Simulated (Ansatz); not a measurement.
Basis sets compared for the cluster Li₇H₈⁻. Charge -1, multiplicity 1. Geometry PBE0-D4/def2-TZVPD. Ansatz on 4 threads of Arm Neoverse V2 on a shared host; times are rough, and most runs start from earlier orbitals.

```xyz
15

Li    0.318    0.090    0.494
Li   -2.075   -0.090    1.386
Li   -2.497    2.347    1.031
Li   -0.340    2.457   -0.228
Li    0.343   -2.456    0.234
Li    2.368   -2.383   -1.232
Li    2.105    0.099   -1.340
H     2.999   -1.096   -2.292
H    -0.824    1.331    1.226
H     0.921    1.358   -0.870
H     1.231   -3.657   -0.718
H    -3.500    0.953    1.512
H     1.659   -1.093    0.072
H    -0.947   -1.366    0.831
H    -1.761    3.506   -0.105
```

B3LYP takes the VWN-RPA correlation. The structure comes from a short search, and lower isomers may exist.

| level | functions | energy (Eh) | HOMO (eV) | LUMO (eV) | wall time |
| --- | --- | --- | --- | --- | --- |
| PBE-D4/def2-SVPD | 148 | -57.3467 | -1.51 | 1.46 | 2 s |
| B3LYP-D4/6-31G | 79 | -57.6439 | -2.50 | 2.07 | 1.1 s |
| PBE0-D4/def2-SVPD | 148 | -57.3909 | -2.55 | 2.00 | 1.7 s |

**Question.** Estimate the rows for PBE-D4/def2-TZVPD, B3LYP-D4/def2-TZVPD, PBE0-D4/def2-TZVPD.

**Answer.** 
```tsv
level	functions	energy (Eh)	HOMO (eV)	LUMO (eV)	wall time
PBE-D4/def2-TZVPD	191	-57.3908	-1.54	1.49	2.3 s
B3LYP-D4/def2-TZVPD	191	-57.6900	-2.46	1.88	2.5 s
PBE0-D4/def2-TZVPD	191	-57.4330	-2.59	2.01	2.3 s
```
